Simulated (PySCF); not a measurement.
C2H4F2Si2, SMILES F[SiH2][Si@H](C#C)F.

Coordinates come from a PBE0-D3(BJ)/def2-SVP optimisation. The structure was generated by enumeration; whether it is a known compound was not checked. One conformer was computed; it need not be the lowest.

Computed with TDDFT-PBE/def2-SVPD in PySCF 2.14.0.

Vertical excitations. Gas-phase values at a fixed geometry.

### Question
List the lowest excited states. (An estimate is asked for; the answer gives what the named calculation found.)

### Answer

| state | energy (eV) | λ (nm) | f | main pairs |
|---|---|---|---|---|
| S1 | 4.93 | 251 | 0.005 | HOMO→LUMO 98 % |
| S2 | 5.42 | 229 | 0.017 | HOMO→LUMO+1 78 %, HOMO−1→LUMO 17 % |
| S3 | 5.70 | 218 | 0.012 | HOMO−1→LUMO 49 %, HOMO→LUMO+2 29 %, HOMO−1→LUMO+1 9 % |
| S4 | 5.81 | 213 | 0.001 | HOMO−1→LUMO+1 51 %, HOMO−2→LUMO 46 % |
| S5 | 5.92 | 209 | 0.002 | HOMO−2→LUMO 45 %, HOMO−1→LUMO+1 33 %, HOMO→LUMO+2 19 % |
| S6 | 6.16 | 201 | 0.124 | HOMO−2→LUMO+1 37 %, HOMO→LUMO+2 25 %, HOMO−1→LUMO+2 12 %, HOMO→LUMO+1 9 % |
| S7 | 6.38 | 194 | 0.028 | HOMO−1→LUMO+2 35 %, HOMO−2→LUMO+1 29 %, HOMO−3→LUMO 26 % |
| S8 | 6.41 | 193 | 0.011 | HOMO−3→LUMO 70 %, HOMO−2→LUMO+1 14 %, HOMO−1→LUMO+2 12 % |
| S9 | 6.66 | 186 | 0.109 | HOMO−2→LUMO+2 50 %, HOMO−1→LUMO+2 26 % |
| S10 | 6.81 | 182 | 0.024 | HOMO−3→LUMO+1 96 % |
| T1 | 4.50 | 275 | 0 | HOMO→LUMO 92 % |
| T2 | 4.63 | 268 | 0 | HOMO−1→LUMO 38 %, HOMO→LUMO+1 37 %, HOMO→LUMO+2 6 % |
| T3 | 4.86 | 255 | 0 | HOMO→LUMO+1 51 %, HOMO−1→LUMO 44 % |
| T4 | 5.24 | 237 | 0 | HOMO→LUMO+2 48 %, HOMO−2→LUMO 19 %, HOMO−1→LUMO+1 14 % |
Triplets are in the Tamm–Dancoff approximation, which puts them higher than full response would, so one can lie above its singlet here.
